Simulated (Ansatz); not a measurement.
Gas-phase electronic energies from Ansatz, PBE0-D4/def2-TZVP geometries. CBS: MP2 limit from def2 TZ/QZ plus the TZ coupled-cluster correction, frozen cores. DFT in def2-TZVPP. B3LYP here is the variant with VWN-RPA as its local correlation; programs differ in this. Elements past krypton have def2 core potentials. For Sn outer-core shells are correlated without core-valence functions, which leaves a few kJ/mol of doubt a bond. Each species was taken in one conformer, which may not be the lowest.

Reaction (ligand exchange at the Si–N bond): `[OH][SnH2][NH][SiH3]` + `[OH][Al]([SH])[SH]` → `[SiH3][O][Al]([SH])[SH]` + `[NH2][SnH2][OH]`

Task: Is it downhill or uphill in electronic energy at CCSD(T)/CBS, and by how much? (Best estimate.)

Result: Ansatz gave: Downhill: ΔE = -10.6 kcal/mol.

Task: What do these levels give: ωB97X-V, B2PLYP, B3LYP, HF/def2-TZVPP, SCS-MP2/def2-TZVPP, HF/def2-QZVPP? (An estimate is asked.)

Result: The calculation gave: ωB97X-V -11.0, B2PLYP -11.7, B3LYP -12.2, HF/def2-TZVPP -14.5, SCS-MP2/def2-TZVPP -11.3, HF/def2-QZVPP -14.7 kcal/mol.

Largest T1 diagnostic among the species: 0.013.

In def2-TZVPP, CCSD(T) changes the Hartree–Fock value by +3.7 kcal/mol (the triples alone add +0.6 kcal/mol) and MP2 by +4.1 kcal/mol.
